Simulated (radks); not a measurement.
Excited configurations of the bromine ion Br+: one electron is placed in a higher orbital outside [Ar] 3d10 4s2 4p3. The ground configuration is [Ar] 3d10 4s2 4p4. All-electron calculation, scalar-relativistic Kohn-Sham, PBE, spin-polarised, spherical densities, point nucleus; open shells are filled with parallel spins first. Program: a radial shooting solver on a logarithmic mesh with Libxc functionals. Excitation = E - E(ground); binding = E(ion) - E, where the ion is the core of charge +2; n* = 2/sqrt(2 binding) in atomic units, and the quantum defect is n - n*.

[
 {"outer orbital": "4f", "excitation (eV)": "17.576", "binding (eV)": "3.674", "quantum defect": "0.151", "eigenvalue (eV)": "-2.616"},
 {"outer orbital": "5d", "excitation (eV)": "16.633", "binding (eV)": "4.617", "quantum defect": "1.567", "eigenvalue (eV)": "-3.533"},
 {"outer orbital": "5f", "excitation (eV)": "18.730", "binding (eV)": "2.520", "quantum defect": "0.353", "eigenvalue (eV)": "-1.901"},
 {"outer orbital": "6p", "excitation (eV)": "17.020", "binding (eV)": "4.230", "quantum defect": "2.413", "eigenvalue (eV)": "-3.350"},
 {"outer orbital": "6d", "excitation (eV)": "18.367", "binding (eV)": "2.883", "quantum defect": "1.655", "eigenvalue (eV)": "-2.281"}
]

The Delta-SCF ionisation energy is 21.250 eV (NIST Atomic Spectra Database: 21.591 eV, measured). Self-interaction in the functional shifts the binding energies and quantum defects, so they are the method's values and not measured ones. Open shells are spherical and high-spin; term and fine-structure splittings are not resolved.
